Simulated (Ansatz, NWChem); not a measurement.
# Worked example: the enthalpy of formation of BBrF2 (SMILES FB(F)Br)

The species is BBrF2 (4 atoms), meant as a singlet with charge 0. As SMILES, `FB(F)Br`. Geometry: relaxed at PBE0-D4/def2-TZVP.

```xyz
4

F    -0.2157   -1.3665   -0.1099
B    -0.1279   -0.0633   -0.0228
F    -1.2124    0.6596   -0.1442
Br    1.5560    0.7702    0.2769
```

Total energies at MP2/aug-cc-pVDZ, 12 core orbitals frozen (NWChem 7.3.0); the atoms run unrestricted:

| species | state | energy (Eh) |
| --- | --- | --- |
| BBrF2 | singlet | -2796.753439 |
| F | doublet | -99.535699 |
| B | doublet | -24.567644 |
| Br | doublet | -2572.484320 |

Harmonic wavenumbers at PBE0-D4/def2-TZVP, in cm⁻¹: 295, 352, 570, 635, 1229, 1458.

Measured heats of formation of the gaseous atoms at 298.15 K, in kJ/mol: F 79.4, B 570.3, Br 111.9. Spin-orbit lowering of the atoms at 298 K (mean of the ground term's levels less their thermal mean, from spectra), in kJ/mol: F 1.29, B 0.00, Br 14.69. Take 1 Eh = 2625.50 kJ/mol, 1 cm⁻¹ = 0.0119627 kJ/mol, RT = 2.479 kJ/mol.

Work out the heat of formation of the gas at 298 K.


1. Electronic atomisation energy: 2 × (-99.535699) + (-24.567644) + (-2572.484320) − (-2796.753439) = 0.630077 Eh = 1654.3 kJ/mol.
2. Zero-point energy: half the sum of the wavenumbers, 2269.5 cm⁻¹ = 27.1 kJ/mol.
3. Thermal vibrational enthalpy, Σ hcν̃/(exp(hcν̃/kT) − 1): 3.0 kJ/mol. Translation, rotation and pV of a non-linear molecule: 4 RT = 9.9 kJ/mol.
4. The 4 free atoms carry 5/2 RT each: 24.8 kJ/mol.
5. Spin-orbit coupling lowers the free atoms by 2 × 1.29 + 0.00 + 14.69 = 17.3 kJ/mol.
6. Atomisation enthalpy at 298 K: 1654.3 − 17.3 − 27.1 − 3.0 − 9.9 + 24.8 = 1621.8 kJ/mol.
7. Sum of the atoms' heats of formation: 841.0 kJ/mol. Heat of formation: 841.0 − 1621.8 = -780.8 kJ/mol.

The tabulated value is -820.1 kJ/mol (NIST-JANAF tables; in doubt, as an older value, an estimate or one at odds with other calculations), so this level is off by +39.3 kJ/mol, or 2.4 % of the atomisation enthalpy that the table implies (1661.0 kJ/mol). Perturbation theory converges slowly with the basis for atomisation. Relativity is left out. Anharmonicity and any spin-orbit splitting of the molecule are left out, and cores are frozen in the wave-function part.
